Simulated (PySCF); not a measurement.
Computed with PBE0/[W def2-SVP with ECP60, O def2-SVP, F def2-SVP], scalar-relativistic core potentials, density fitting, no spin–orbit coupling, PySCF. Open shells, if any, are unrestricted.

Problem. What shape and geometry does isolated singlet WOF₄ take (every ligand bound to W)?

Solution. Formally W is in oxidation state +6, d0. The polar-tensor charge on W, 3.25, is far below the formal one. The lowest minimum found is a singlet of C4v symmetry with W–F 1.853 Å (×4), W–O 1.670 Å; F–W–F 86.1° (×4), F–W–F 149.9° (×2), F–W–O 105.1° (×4). Its harmonic wavenumbers are 105 (b1), 237 (e), 244 (a1), 297 (e), 338 (b2), 673 (b1), 726 (e), 747 (a1), 1108 (a1) cm⁻¹ and its dipole moment is 0.36 D.

This need not be the most stable arrangement of these atoms. No spin–orbit coupling is included, which matters more the heavier the element.
